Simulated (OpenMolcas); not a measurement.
Ag⁷⁺: effect of the basis set

| Property | Result |
| --- | --- |
| Program | OpenMolcas 26.06 |
| Method | MS-CASPT2, IPEA 0.25 Eh, imaginary shift 0.1 Eh (closed shells correlated: 4s 4p) |
| Active space | 4 electrons in 10 orbitals (4d 5d) |
| State averaging | 2S+1 = 5 even, 5 roots; 2S+1 = 3 even, 45 roots; 2S+1 = 1 even, 49 roots |
| Spin-orbit coupling | RASSI with atomic mean-field integrals over the reference wave functions, term energies averaged over their components |

A. ANO-R2 [7s5p4d2f1g], X2C, finite nucleus; CASPT2 step of the order of 12 core-minutes
B. ANO-RCC-VTZP [7s6p4d2f1g], DKH2, point nucleus; CASPT2 step roughly 15 core-minutes
C. ANO-RCC-VQZP [8s7p5d3f2g1h], DKH2, point nucleus; CASPT2 step about 25 core-minutes

Energies in cm-1 above 4d4 5D0, the measured ground level; measured values from Atoms 5, 11 (2017), spectra Ag VII to Ag IX.

```
            Level      A      B      C  Measured
          4d4 5D0    0.0    0.0    0.0       0.0
          4d4 5D1   1238   1248   1198      1340
          4d4 5D2   3030   3060   2950      3212
          4d4 5D3   5060   5100   4940      5292
          4d4 5D4   7200   7250   7040      7443
       4d4 3P0(1)  21710  21800  21810     21309
   4d4 3H4 [69 %]  24030  24270  24100     23302
       4d4 3P1(1)  26720  26860  26760     26526
          4d4 3H5  26860  27130  26860     26250
   4d4 3G3 [51 %]  27600  27860  27740          
       4d4 3F2(1)  28530  28740  28650     28051
          4d4 3H6  28820  29100  28760     28185
4d4 3F4(1) [54 %]  29980  30240  30020          
       4d4 3P2(1)  32450  32670  32480     32134
4d4 3F3(1) [51 %]  33370  33660  33430          
   4d4 3G4 [60 %]  33490  33770  33540     32698
          4d4 3G5  35660  36020  35670     35077
          4d4 3D3  37820  38240  38110     36879
   4d4 3D2 [69 %]  39070  39420  39250     38402
          4d4 3D1  39900  40310  40130     39191
          4d4 1I6  40790  41130  40690     39744
4d4 1G4(1) [73 %]  44000  44190  43860     43104
          4d4 1S0  46080  46290  46110          
       4d4 1D2(1)  49860  50170  49970
```

Deviations, from unrounded energies. A percentage is the sum of absolute deviations over the sum of measured energies, with the sign that they share, or ± where signs differ.

```json
{"Against measurement": "mean absolute deviation (cm-1)", "Levels": "18", "A": "540", "B": "750", "C": "610"}
{"Against measurement": "fine structure of the ground term (%)", "Levels": "4", "A": "-4.3", "B": "-3.6", "C": "-6.7"}
{"Against measurement": "other terms of the ground configuration (%)", "Levels": "14", "A": "+2.0", "B": "+2.8", "C": "+2.2"}
```

A lies closest to measurement on these levels and B furthest from it. The largest miss of A in the table is 4d4 1I6, by +1000 cm-1. The ranking rests on the paired levels alone, and a cruder setting can come out closer through cancelling errors.

The two smallest mean deviations differ by little beside CASPT2's spread within terms, so their order carries little weight.

Among A to C the level of the table that moves most is 4d4 1I6, by 440 cm-1 (lowest in C, highest in B). Moves below CASPT2's spread within the term are not significant.

Term energies are means over components that CASPT2 splits; among the terms shown or strongly mixed into the levels shown the widest spread is 1300 cm-1 (4d4 1I, A). Active for correlation alone: 5d; no level in the range computed is led by a configuration that fills it, so any true level of that kind is missing. The CASPT2 spread within a term exceeds the gap to the next term for 4d4 3D and 4d4 1I, 4d4 1I and 4d4 1G(1), so the order of their levels is uncertain. Measured partners are found by configuration, term and J. A level has none where our copy of the source lacks it or the pairing is in doubt (some pairs that miss far off the trend of their configuration count as doubtful), and it then counts in no deviation. Levels of configurations outside the active space are missing. The table leaves out levels that lie high or whose names do not pair safely across all columns.

A share in square brackets marks a mixed level and gives the weight of the term that names it, the lowest over the columns. A number in round brackets counts repeated terms of one configuration in the order of the reference energies.
